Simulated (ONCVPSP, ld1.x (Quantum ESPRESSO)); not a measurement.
Potentials for indium (In) compared

Generated with ld1.x 7.5 (TM, RRKJ, ultrasoft, PAW), atompaw 4.2 or ONCVPSP 4.0.1. The cutoff is in Ry: for ld1.x and atompaw files where the sum of valence levels is converged to 10 mRy in a Bessel basis, for ONCV files where the hardest occupied wave has 1 mHa per electron of residual kinetic energy. The error is the largest all-electron minus pseudo excitation energy over each file’s own four to seven test configurations (ionisations up to +4, promotions, holes and added fractions of an electron), all of which were solved. The labels leave out finer settings (local radius, basis sizes, second energies), which also bear on the numbers. Spin-polarised tests are not counted. The rows are a selection from randomly drawn settings: files with unsolved tests, undetermined cutoffs or missed reference levels are left out.

A true bound ghost makes a file unfit for plane-wave use even where its test errors are small: the radial tests pick states by their node count and pass the ghost by.

```tsv
potential	cutoff (Ry)	largest error (meV)	bound ghosts
ONCV, PBEsol, scalar-relativistic, rc 2.15/2.65 (sp), local s, core correction yes, reference 5s1.75 5p1.25, qcut 1.6/2.4, projectors 0/1	64	-105	none
TM, PBE, scalar-relativistic, rc 2.30/2.25/1.75 (spd), local p, core correction yes, reference 4d10 5s2 5p1	70	-77	none
ONCV, PBE, scalar-relativistic, rc 1.60/1.00/1.30 (spd), local smoothed, core correction yes, reference 4s2 4p6 4d10 5s2, qcut 7.6/8.7/10, projectors 2/1/3	213	+184	none
```

Problem. Fill in the row for In: TM semilocal, PBEsol, scalar-relativistic, rc 2.15/2.55/2.00 (spd), local d, core correction yes, reference 5s2 5p1.

Solution. cutoff 18 Ry, largest error -227 meV, bound ghosts: d.

Problem. Fill in the row for In: ONCV, LDA (Perdew-Wang 92), scalar-relativistic, rc 1.55/1.80/1.15 (spd), local smoothed, core correction no, reference 4s2 4p6 4d10 5s1.5 5p1.5, qcut 9/7.9/9.9, projectors 2/2/2.

Solution. cutoff 81 Ry, largest error -4.5 meV, bound ghosts: none.
